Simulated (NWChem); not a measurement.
SnIF, singlet; SMILES [F][Sn][I]

Program: NWChem. Low-valent species are run as closed-shell singlets; no triplet was tried in these runs. Structure relaxed at the PBE0/def2-SVP level. No frequency run checked for a minimum. def2 effective core potentials on Sn, I; no spin-orbit coupling. Ions are spin-unrestricted doublets at the neutral geometry; other ion states weren't tried.

For level PBE/def2-SVP:

```yaml
vertical ionisation energy, ΔSCF (eV): 9.41
"−ε(HOMO) (eV)": 6.36
```

Question: How do the values read with level CAM-B3LYP/def2-SVP instead?

Answer: vertical ionisation energy, ΔSCF (eV): 9.64
−ε(HOMO) (eV): 8.61
